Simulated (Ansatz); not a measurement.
Geometry optimisation, RKS PBE-D4/def2-SVP in Ansatz 0.2.0.

Input:

```yaml
crystal:
  periodic: [false, false, false]
  atoms:
    - { symbol: W, position_ang: [-0.132246, 0.231294, -0.71324] }
    - { symbol: Cl, position_ang: [1.540858, 0.192648, 2.46214] }
    - { symbol: H, position_ang: [1.280867, -0.816112, 1.610025] }
    - { symbol: F, position_ang: [-0.090423, 1.9424, -0.092882] }
    - { symbol: H, position_ang: [-1.405, -0.252667, 0.272646] }
    - { symbol: H, position_ang: [0.717187, -1.089991, -0.007921] }
    - { symbol: H, position_ang: [-0.689942, -0.077571, -2.309468] }
basis:
  gaussian: { orbitals: def2-SVP }
hamiltonian:
  xc: pbe
  dispersion: d4
relax:
  f_tol: 0.03
  max_steps: 50
```

Launched with:

```bash
$ ansatz run input.yaml --threads 1 --pin off --max-ram 2048MiB --backend cpu --events-out ev --progress --plain --runs-dir out
```

Where does it end, and by what steps?

The forces met the threshold. After 6 steps the energy has fallen by 0.047 eV; H3 moved furthest, 0.33 Å.

| step | energy less start (eV) | largest force component (eV/Å) | accepted |
| --- | --- | --- | --- |
| 0 | 0.0000 | 0.698 | yes |
| 1 | -0.0347 | 0.187 | yes |
| 2 | -0.0352 | 0.289 | yes |
| 3 | -0.0417 | 0.175 | yes |
| 4 | -0.0425 | 0.233 | yes |
| 5 | -0.0466 | 0.083 | yes |
| 6 | -0.0471 | 0.020 | yes |

```xyz
7
Properties=species:S:1:pos:R:3
W -0.045 0.209 -0.588
Cl 1.397 0.223 2.264
H 1.069 -0.724 1.369
F -0.031 1.940 -0.017
H -1.355 -0.255 0.356
H 0.830 -1.169 0.006
H -0.643 -0.094 -2.169
```

Whether the end is a true minimum wasn't checked by a vibrational analysis.

The run took 21 s on 1 thread of Arm Neoverse V2, with other jobs on the host, peak memory 0.15 GiB.
